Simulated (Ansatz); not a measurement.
Abridged output of a molecular run in Ansatz:

```
Functional definition: HF
954 factors; integrals over basis functions are off by at most 1.0e-3 eV
mean field evaluation 1: about -47190.4211 eV, gradient 5.5e1 eV
mean field evaluation 2: about -47190.6170 eV, gradient 5.5e1 eV
mean field evaluation 4: about -47196.2317 eV, gradient 5.9e0 eV
mean field evaluation 8: about -47196.3620 eV, gradient 5.3e-1 eV
mean field evaluation 16: about -47196.3648 eV, gradient 2.8e-6 eV
mean field -47196.36480812 eV, -1734.4344158532 hartree, gradient 2.8e-6 eV, S^2 0.000000; 0 other end points of the search recorded, 0 dependent functions left out
11 core orbitals not correlated: weight in the atoms' cores, before any rotation towards them, 1.000 or more for the frozen orbitals, at most 0.000 for the correlated occupied ones
reference -47196.36480812 eV, -1734.4344158532 hartree; 13, 13 occupied and 65, 65 virtual orbitals, 954 factors
second order -18.46071859 eV of doubles, -0.00000000 eV of singles
cycle   1  -17.23100248 eV  change     1.2e0 eV  update   1.8e-1
cycle   2  -17.97648644 eV  change   -7.5e-1 eV  update   1.0e-1
cycle   3  -18.15930269 eV  change   -1.8e-1 eV  update   3.6e-2
cycle   4  -18.18938594 eV  change   -3.0e-2 eV  update   1.9e-2
cycle   5  -18.16586522 eV  change    2.4e-2 eV  update   9.9e-3
cycle   6  -18.16440604 eV  change    1.5e-3 eV  update   3.7e-3
cycle   7  -18.16428639 eV  change    1.2e-4 eV  update   1.6e-3
cycle   8  -18.16334910 eV  change    9.4e-4 eV  update   5.3e-4
cycle   9  -18.16327855 eV  change    7.1e-5 eV  update   2.6e-4
cycle  10  -18.16357348 eV  change   -2.9e-4 eV  update   1.0e-4
cycle  11  -18.16354679 eV  change    2.7e-5 eV  update   4.6e-5
cycle  12  -18.16349229 eV  change    5.5e-5 eV  update   1.9e-5
cycle  13  -18.16350062 eV  change   -8.3e-6 eV  update   9.7e-6
perturbative correction -0.67408987 eV, -0.0247723457 hartree
Total energy: -47215.20239860 eV, -1735.1266845348 hartree
```

Its atoms:

```xyz
9

C     1.1429    1.4255   -0.6047
Cu    0.0134    0.0174   -0.0071
N    -1.1601   -1.4468    0.6138
H     0.5726    2.1958   -1.1356
H     1.9138    1.0544   -1.2891
H     1.6524    1.9113    0.2349
H    -0.9010   -2.3309    0.1880
H    -2.1307   -1.2649    0.3792
H    -1.1032   -1.5618    1.6206
```

**Question.** Which basis set was used?
A. def2-SVP
B. def2-TZVPPD
C. cc-pV(T+d)Z
D. def2-QZVPP

**Answer.** A. It gives 89 functions.

**Question.** Write the keys of the input that set method, charge and spin (a neutral closed shell needs none for the last two).

**Answer.** 
```yaml
correlation: {method: ccsd_t, frozen_orbitals: {C: 1, Cu: 9, H: 0, "N": 1}}
```
